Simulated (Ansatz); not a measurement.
`CS[Si](F)(F)Cl` + `O[SiH](O)O[SiH](O)Cl` → `O[SiH](Cl)O[Si](F)(F)Cl` + `CS[SiH](O)O`  (redistribution)

Isolated molecules relaxed with PBE0-D4/def2-TZVP in Ansatz; ΔE leaves out vibrations. CBS: MP2 limit from def2 TZ/QZ plus the TZ coupled-cluster correction, frozen cores. DFT in def2-TZVPP. B3LYP here is the variant with VWN-RPA as its local correlation; programs differ in this. Each species was taken in one conformer, which may not be the lowest.

```tsv
level	ΔE (kcal/mol)
PBE-D4	2.9
B3LYP-D4	2.6
B2PLYP	2.4
PBE0	2.3
B3LYP	2.5
SCS-MP2/def2-TZVPP	1.9
HF/def2-QZVPP	0.7
SCS-MP2/def2-QZVPP	1.8
```

Q: What does CCSD(T)/CBS give? (Estimate.)

A: The calculation gave: +2.0 kcal/mol. The listed levels differ from it by 0.9, 0.6, 0.4, 0.3, 0.5, -0.1, -1.3, -0.2 kcal/mol.

Largest T1 diagnostic among the species: 0.011.

In def2-TZVPP, CCSD(T) changes the Hartree–Fock value by +1.0 kcal/mol (the triples alone add +0.3 kcal/mol) and MP2 by +1.2 kcal/mol.
